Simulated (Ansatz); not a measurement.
Z-matrix (Å, degrees):
```
Ge
F 1 1.732
S 1 2.203 2 102.5
O 1 1.757 2 108.8 3 119.2
H 1 1.526 2 108.9 3 -125.1
H 3 1.345 1 92.4 2 176.5
H 4 0.961 1 112.8 2 -68.5
```

Total charge 0; spin multiplicity 1.

Question: List the PBE0/def2-TZVPP orbital energies in eV (Ansatz 0.2.0). (An estimate is asked.)

Answer: Ansatz gave: Occupied: -10861.56, -2422.92, -1359.68, -1209.52, -1209.50, -1209.49, -673.37, -523.16, -218.27, -172.54, -162.10, -162.04, -161.90, -122.38, -122.34, -122.29, -35.60, -35.30, -35.17, -35.12, -35.11, -32.02, -28.10, -20.96, -16.24, -13.95, -12.37, -12.27, -11.69, -11.38, -10.66, -9.92, -9.27, -8.02. Lowest empty: -0.24, 0.19, 0.53, 0.74, 2.20, 2.55, 4.81, 4.94.
